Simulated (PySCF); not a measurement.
## Correlation energy of Ag (silver, neutral)

[Kr] 4d10 5s1, 2S determinant. All numbers are calculated (PySCF 2.14, scalar relativity through the core potential, in def2-QZVPPD with the def2 core potential (28 electrons) (7s5p4d4f2g, 88 functions)). Frozen: nothing; 19 electrons correlated.

```
  level  correlation energy (mhartree)
   CCSD                        -701.88
    (T)                         -24.48
CCSD(T)                        -726.36
```

Diagnostics: T1 = 0.016, D1 = 0.0873, largest double amplitude 0.017.

Problem. Is a single reference adequate?

Solution. Yes, within this model without spin-orbit coupling: T1 lies below 0.03 and no double amplitude reaches 0.07.

The basis has no tight functions for the innermost shells, so their pair energies are far from complete.

This basis was not built for core-valence correlation, so the inner-shell part is incomplete.
